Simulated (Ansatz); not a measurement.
`[AlH2][BH]Cl` + disilane → `[SiH3][SiH2]BCl` + `[AlH3]` at 500 K and 1 bar (formal exchange of groups at a B–Al bond).

Isolated molecules relaxed with PBE0-D4/def2-TZVP in Ansatz; ΔE leaves out vibrations. CCSD(T)/CBS is the MP2 limit (def2-TZVPP, def2-QZVPP) plus CCSD(T) − MP2 in def2-TZVPP, frozen cores. This one scheme is used for every species. One conformer a species, not always the lowest.

| species | CCSD(T)/CBS energy (Eh) | H − E (kJ/mol) | S (J/(mol·K)) |
| --- | --- | --- | --- |
| `[AlH2][BH]Cl` | -728.37691 | 102.2 | 350.1 |
| `[SiH3][SiH3]` | -581.74359 | 163.1 | 323.1 |
| `[SiH3][SiH2]BCl` | -1066.34562 | 194.7 | 436.7 |
| `[AlH3]` | -243.78045 | 68.7 | 232.2 |

H − E and S are ideal-gas, rigid-rotor, harmonic terms from PBE0-D4/def2-TZVP, for one conformer and one mirror image of each species. 1 Eh = 2625.50 kJ/mol, R = 8.31446 J/(mol·K).

Task: By hand: ΔE, ΔH, ΔS and ΔG.

Result: ΔE = (-1066.34562) + (-243.78045) − (-728.37691) − (-581.74359) = -0.00557 Eh = -14.6 kJ/mol. Δ(H − E) = 194.7 + 68.7 − 102.2 − 163.1 = -1.9, so ΔH = -16.5 kJ/mol. ΔS = 436.7 + 232.2 − 350.1 − 323.1 = -4.3 J/(mol·K). ΔG = -16.5 − 500 × (-4.3)/1000 = -14.3 kJ/mol.

Task: By hand: the equilibrium constant, and the temperature at which ΔG would vanish if ΔH and ΔS stayed fixed.

Result: log₁₀ K = −ΔG/(RT ln 10) = 1.5. ΔG = 0 at ΔH/ΔS = 3837 K, far beyond where these terms or the molecules hold.

The number of gas molecules stays the same, so ΔS is small and ΔH decides. A doubt of 5 kJ/mol in ΔE shifts log₁₀ K by 0.5 here. Other conformers and mirror images would add mixing entropy, several J/(mol·K) or more a flexible species. Modes under 60 cm⁻¹, often nearly free rotors, make the harmonic entropy too high. These are equilibria of isolated gas molecules and say nothing of rates. Largest T1 diagnostic: 0.014 (customary marks: 0.02 for closed shells, 0.045 for open ones).
